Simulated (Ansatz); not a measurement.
Correlation energies of CHAlOS by basis set

Z-matrix (Å, degrees):
```
Al
S 1 2.035
C 1 2.078 2 87.6
H 1 1.569 2 159.4 3 -180.0
O 3 1.127 1 165.5 2 0.0
```

Total charge 0; spin multiplicity 1. The bonds changed during the relaxation, so this is another structure than the one it started from. The structure was optimised at the PBE0-D4/def2-TZVP level. Frozen core, restricted reference, Ansatz 0.2.0. CBS rows extrapolate triple and quadruple zeta; past MP2 they add the triple-zeta difference.

```
     basis     HF (Eh)  MP2 corr.
  def2-SVP  -752.48378   -0.48287
def2-TZVPP  -752.84667   -0.60899
def2-QZVPP  -752.86947   -0.65787
```

**Question.** Estimate the CCSD correlation energy and the (T) correction in each basis where they were run (hartree).

**Answer.** 
```
     basis  CCSD corr.       (T)
  def2-SVP    -0.50550  -0.02144
def2-TZVPP    -0.62930  -0.03359
 CBS(def2)    -0.71437     as TZ
```
